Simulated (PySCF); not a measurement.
**Radial density of Zn⁺ (zinc, charge +1)**

M06-L, [Ar] 3d10 4s1, 2S determinant. All numbers are calculated (PySCF 2.14, the spin-free X2C one-electron Hamiltonian (Gaussian nucleus), in cc-pVDZ-DK (6s5p3d1f, 43 functions)).

```json
{"r (bohr)": "0.000893", "4πr²ρ (e/bohr)": "0.2897", "4πr²(ρα − ρβ)": "0.0001"}
{"r (bohr)": "0.00150", "4πr²ρ (e/bohr)": "0.7206", "4πr²(ρα − ρβ)": "0.0003"}
{"r (bohr)": "0.00253", "4πr²ρ (e/bohr)": "1.754", "4πr²(ρα − ρβ)": "0.0008"}
{"r (bohr)": "0.00425", "4πr²ρ (e/bohr)": "4.117", "4πr²(ρα − ρβ)": "0.0018"}
{"r (bohr)": "0.00715", "4πr²ρ (e/bohr)": "9.103", "4πr²(ρα − ρβ)": "0.0040"}
{"r (bohr)": "0.0120", "4πr²ρ (e/bohr)": "18.09", "4πr²(ρα − ρβ)": "0.0077"}
{"r (bohr)": "0.0202", "4πr²ρ (e/bohr)": "29.93", "4πr²(ρα − ρβ)": "0.0115"}
{"r (bohr)": "0.0340", "4πr²ρ (e/bohr)": "36.71", "4πr²(ρα − ρβ)": "0.0099"}
{"r (bohr)": "0.0572", "4πr²ρ (e/bohr)": "31.40", "4πr²(ρα − ρβ)": "0.0001"}
{"r (bohr)": "0.0963", "4πr²ρ (e/bohr)": "31.73", "4πr²(ρα − ρβ)": "0.0094"}
{"r (bohr)": "0.162", "4πr²ρ (e/bohr)": "42.08", "4πr²(ρα − ρβ)": "0.0276"}
{"r (bohr)": "0.272", "4πr²ρ (e/bohr)": "24.90", "4πr²(ρα − ρβ)": "-0.0249"}
{"r (bohr)": "0.458", "4πr²ρ (e/bohr)": "22.26", "4πr²(ρα − ρβ)": "0.0294"}
{"r (bohr)": "0.771", "4πr²ρ (e/bohr)": "19.80", "4πr²(ρα − ρβ)": "-0.0348"}
{"r (bohr)": "1.30", "4πr²ρ (e/bohr)": "5.205", "4πr²(ρα − ρβ)": "0.2459"}
{"r (bohr)": "2.18", "4πr²ρ (e/bohr)": "1.081", "4πr²(ρα − ρβ)": "0.5050"}
{"r (bohr)": "3.67", "4πr²ρ (e/bohr)": "0.1651", "4πr²(ρα − ρβ)": "0.1392"}
{"r (bohr)": "6.17", "4πr²ρ (e/bohr)": "0.001130", "4πr²(ρα − ρβ)": "0.0011"}
```

Densities and radii are taken from the X2C orbitals without a picture-change correction, which distorts them close to the nucleus.

(1) Where is the radial spin density 4πr²(ρα − ρβ) most negative, and why is it negative at all?

## Answers

(1) Around r = 0.771 bohr, down to -0.0348 e/bohr: exchange with the open shell polarises the paired shells in an unrestricted calculation.
